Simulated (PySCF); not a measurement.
Si(I)(OH)3 (H3IO3Si), SMILES O[Si](O)(O)I. Coordinates come from a PBE-D3(BJ)/def2-SVP optimisation. The def2 effective core potentials stand for the cores of I; spin–orbit coupling is left out. One conformer was computed; it need not be the lowest.

Computed equilibrium geometry at PBE-D3(BJ)/def2-SVP (PySCF confirms it by a frequency run) as bond lengths and angles, and its point group (one conformer of several):
point group C3.
Atoms: O1 Si2 O3 O4 I5 H6 H7 H8. Bonded distances (Å): O1–Si2 1.656, O1–H6 0.973, Si2–O3 1.656, Si2–O4 1.656, Si2–I5 2.490, O3–H7 0.973, O4–H8 0.973. Angles (°): Si2–O1–H6 115.3, O1–Si2–O3 109.5, O1–Si2–O4 109.5, O1–Si2–I5 109.5, O3–Si2–O4 109.5, O3–Si2–I5 109.5, O4–Si2–I5 109.5, Si2–O3–H7 115.3, Si2–O4–H8 115.3.
Charge 0, spin multiplicity 1.
